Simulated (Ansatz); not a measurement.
Job for Ansatz (a first-principles code): SC-NEVPT2 on SA-CASSCF(4,4)/cc-pVDZ on C4H6 (SMILES [CH2]C([CH2])=C), 2S+1 = 3, a spin state set in the input, which need not be the lowest.

Ansatz 0.2 input:
```yaml
crystal:
  periodic: [false, false, false]
  atoms:
    - {symbol: C, position_ang: [-0.65140640, 1.23964632, -0.04745599]}
    - {symbol: C, position_ang: [-0.02320319, 0.00104721, -0.00027999]}
    - {symbol: C, position_ang: [1.43071318, -0.06457138, 0.01726424]}
    - {symbol: C, position_ang: [-0.76136445, -1.17588472, 0.03040826]}
    - {symbol: H, position_ang: [-1.72969080, 1.31479658, -0.06133402]}
    - {symbol: H, position_ang: [-0.08230968, 2.15819027, -0.07148103]}
    - {symbol: H, position_ang: [1.93963346, -1.01659731, 0.05380122]}
    - {symbol: H, position_ang: [2.02404378, 0.83770743, -0.00597200]}
    - {symbol: H, position_ang: [-1.84205515, -1.15359546, 0.01823420]}
    - {symbol: H, position_ang: [-0.27805646, -2.14192612, 0.06713253]}
basis:
  gaussian:
    orbitals: cc-pVDZ
magnetization: {spin_polarized: false, initial_magnetization: 2}
correlation: {method: sc_nevpt2, electrons: outside_noble_gas, active_space: {window: {electrons: 4, orbitals: 4}, states: [{multiplicity: 1, weights: [1]}, {multiplicity: 3, weights: [1]}]}}
output: {orbitals: {seedname: ./end}}
```

It printed:

```
WARN ansatz: RAYON_NUM_THREADS=1 ignored (pool sized by the plan → 1); use --threads N
Functional definition: HF
integrals: 0.05 GiB planned
1659 factors; integrals over basis functions are off by at most 2.3e-7 eV
mean field: 0.29 GiB planned
mean field evaluation 1: about -4212.5673 eV, gradient 2.4e1 eV
mean field evaluation 2: about -4212.5692 eV, gradient 2.4e1 eV
mean field evaluation 4: about -4214.4314 eV, gradient 2.7e0 eV
mean field evaluation 8: about -4214.4565 eV, gradient 2.9e-3 eV
mean field evaluation 16: about -4212.2468 eV, gradient 8.9e0 eV
mean field -4214.45648985 eV, -154.8784193407 hartree, gradient 4.0e-6 eV, S^2 2.000000; 2 other end points of the search recorded, 0 dependent functions left out
reference -4214.45648985 eV, -154.8784193407 hartree; 16, 14 occupied and 70, 72 virtual orbitals, 1659 factors
configuration interaction: 0.35 GiB planned
configuration interaction: 0.00 GiB planned
state -4214.59797708 eV, -154.8836189004 hartree
state -4214.59797708 eV, -154.8836189004 hartree; corrected -4227.81867990 eV, -155.3694707677 hartree
configuration interaction: 0.00 GiB planned
state -4215.48265377 eV, -154.9161301694 hartree
state -4215.48265377 eV, -154.9161301694 hartree; corrected -4228.68369846 eV, -155.4012596135 hartree
Total energy: -4228.25118918 eV, -155.3853651906 hartree
```

The calculation finished and met its thresholds. The last total energy is the mean of the averaged states.

Cost: very roughly 5 core-seconds.
